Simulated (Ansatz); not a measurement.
Start from `N[SiH2]BF` and change one atom or group to get `FB[SiH3]`.

Ansatz, PBE0-D4/def2-TZVP geometries, multiplicity 1. Each molecule was computed in one conformer, which needn't be the lowest.

```
                                        property  `N[SiH2]BF`
              HOMO energy (PBE0/def2-TZVPP) / eV        -7.37
size of the dipole moment (B3LYP/def2-TZVPP) / D         1.90
             LUMO energy (B3LYP/def2-TZVPP) / eV        -1.79
               LUMO energy (PBE/def2-TZVPP) / eV        -2.56
         HOMO–LUMO gap (ωB97M-V/def2-TZVPP) / eV        10.10
           HOMO–LUMO gap (B3LYP/def2-TZVPP) / eV         5.37
```

Question: What does the change do to each property? (Best estimate.)

Answer: Computed: 
| property | `FB[SiH3]` | shift |
| --- | --- | --- |
| HOMO energy (PBE0/def2-TZVPP) / eV | -8.19 | -0.82 |
| size of the dipole moment (B3LYP/def2-TZVPP) / D | 0.53 | -1.37 |
| LUMO energy (B3LYP/def2-TZVPP) / eV | -1.96 | -0.17 |
| LUMO energy (PBE/def2-TZVPP) / eV | -2.74 | -0.18 |
| HOMO–LUMO gap (ωB97M-V/def2-TZVPP) / eV | 10.63 | 0.53 |
| HOMO–LUMO gap (B3LYP/def2-TZVPP) / eV | 6.04 | 0.67 |

With PBE0 the HOMO falls by 0.82 eV and the LUMO falls by 0.18 eV, so the gap widens by about 0.64 eV. PBE moves the HOMO by -0.90 eV and ωB97M-V by -0.70 eV. The zero-point energy changes by -49.2 kJ/mol with -6 modes. Dipoles are sizes alone; their direction can turn.

B3LYP here is the variant with VWN-RPA as its local correlation; programs differ in this.
